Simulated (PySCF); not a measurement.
CH12OSi3Sn, SMILES [SiH3][Sn]([SiH3])([SiH3])[O]C at its GFN2-xTB optimised geometry (Å):

```
18

C     -0.0080     0.1867    -3.0672
O     -0.5344    -0.4749    -1.9743
Sn    -0.2155     0.0604     0.0000
Si     2.3743     0.0604     0.0000
Si    -1.5378    -2.0101     0.7464
Si    -1.3564     2.3875     0.0000
H      1.0876     0.2242    -3.0430
H     -0.3784     1.2148    -3.1494
H     -0.3097    -0.3556    -3.9662
H      2.8827     0.0350     1.3725
H      2.9027     1.2696    -0.6401
H      2.9111    -1.1001    -0.7095
H     -0.8882    -3.2517     0.3327
H     -1.5982    -2.0129     2.2130
H     -2.9111    -1.9917     0.2497
H     -0.8207     3.2517    -1.0551
H     -2.8029     2.2734    -0.1954
H     -1.1241     3.0644     1.2778
```

Level of theory: B3LYP/def2-SVP, def2 effective core potentials past Kr run with PySCF 2.14.0. The core electrons that the potentials of Sn replace are not part of the density. Cells within 0.4 Å of a nucleus heavier than hydrogen are left out (blank, or x).

Map of the electrostatic potential (hartree/e), clipped to [-0.08, 0.12] on the plane z = 0.0 Å:

```
|0000000000000000000000000000000|
|0000000000000000000000000000000|
|0000000000000000000000000000000|
|0000000011111100000000000000000|
|0000000123444211000000000000000|
|0000000137999842111000000000000|
|0000001269999995211100000000000|
|0000013899999999421110000000000|
|00000299999xx999532111000000000|
|00000399999xx999643221111000000|
|0000028999999999754333442100000|
|0000012479999999986689996200000|
|0000001137999999999999999410000|
|0000000124899999999999999831000|
|00000001249999xx99999xx99942100|
|00000001249999xx99999xx99952100|
|0000000124999999999999999941000|
|0000000136999999999999999621000|
|0000002359999999998999998310000|
|0000028999999999965566764100000|
|0000159999999996433222221000000|
|0000049999999994221111100000000|
|0000026999999973111100000000000|
|0000001259999982100000000000000|
|0000000124699992000000000000000|
|0000000011259961000000000000000|
|0000000000013320000000000000000|
|0000000000000000000000000000000|
|0000000000000000000000000000000|
|0000000000000000000000000000000|
|0000000000000000000000000000000|
```
Scale: ten equal steps from -0.002 (start of '0') to 0.120 (end of '9'), in the order '0123456789'; x runs from -5.50 to 5.50, y from -5.50 (bottom) to 5.50 (top).
